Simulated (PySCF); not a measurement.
# SiSb: a composite coupled-cluster calculation

State: ²Π, doublet, unpaired electrons π ↑. De refers to Si + Sb. ROHF-based CCSD(T) in PySCF 2.14 with Si aug-cc-pV(D+d)Z, Sb cc-pwCVDZ-PP with ECP28 and Si aug-cc-pV(T+d)Z, Sb cc-pwCVTZ-PP with ECP28 (frozen core orbitals: 9; scalar-relativistic core potentials). Correlation energies are extrapolated as n⁻³ (n = 2, 3), Hartree–Fock as (n+1)·exp(−9√n).

```tsv
Level	Re (Å)	ωe (cm⁻¹)	ωexe (cm⁻¹)	αe (cm⁻¹)	De (eV)
CCSD(T)/DZ	2.4201	394.3	1.46	0.000564	2.267
CCSD(T)/TZ	2.3952	408.2	1.34	0.000537	2.684
HF/CBS	2.3519	461.3	1.12	0.000450	0.734
MP2/CBS	2.3690	433.8	n/a	0.000437	2.774
CCSD/CBS	2.3668	435.2	1.25	0.000496	2.510
CCSD(T)/CBS	2.3877	413.4	1.30	0.000528	2.835
```

Q: How much is left between CCSD(T)/TZ and the basis-set limit, and how much do the triples give at the limit?

A: CCSD(T)/CBS less CCSD(T)/TZ: -7.5 mÅ in Re, +5.2 cm⁻¹ in ωe and +0.151 eV in De. CCSD(T)/CBS less CCSD/CBS: +20.9 mÅ in Re, -21.8 cm⁻¹ in ωe and +0.325 eV in De.

The T1 diagnostic is 0.021. The state was picked by a PBE0 search and need not be the measured ground state. Spin–orbit coupling, excitations beyond (T) and corrections to the Born–Oppenheimer picture are left out, and spin–orbit coupling matters for open p, d or f shells this heavy.

The whole job (state search and all basis sets along the bond) took about 15 min on 4 threads of Intel Xeon 6975P-C (shared host), peak memory 14 GiB.
